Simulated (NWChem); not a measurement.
System: 2-butanone (C4H8O); SMILES C(C(C)=O)C

NWChem input:

```
start job
memory heap 200 mb stack 900 mb global 1100 mb
geometry units angstroms noautosym nocenter noautoz
  C      0.045208     1.865985     0.444792
  C     -0.089192     0.827613    -0.681308
  C     -0.174494    -0.586526    -0.108400
  C      1.143478    -1.310704     0.110474
  O     -1.247876    -1.090315     0.181496
  H      0.084876     2.894199     0.033898
  H      0.966682     1.708532     1.042467
  H     -0.820378     1.805740     1.134367
  H     -1.023022     1.009185    -1.250158
  H      0.770647     0.911226    -1.379395
  H      1.883498    -0.657904     0.618036
  H      1.583161    -1.578062    -0.874275
  H      0.978768    -2.232359     0.697449
end
basis spherical
  * library def2-svp
end
dft
  xc m05-2x
  iterations 150
end
cosmo
  do_cosmo_smd true
  solvent chcl3
end
task dft energy
```

Coordinates come from a PBE-D3(BJ)/def2-SVP optimisation. No frequency run checked for a minimum. Solvent: chloroform.

Level: M05-2X/def2-SVP with SMD (1 M gas to 1 M solution), gas-phase geometry.

**Question.** Predict the main results of this run. (M05-2X/def2-SVP, SMD on the gas-phase geometry.) Quantities: solvation free energy (kcal/mol); cavity-dispersion-structure term (kcal/mol); dipole in solution (D).

**Answer.** 
| Quantity | Value |
|---|---|
| solvation free energy (kcal/mol) | -5.7 |
| cavity-dispersion-structure term (kcal/mol) | -1.5 |
| dipole in solution (D) | 3.63 |
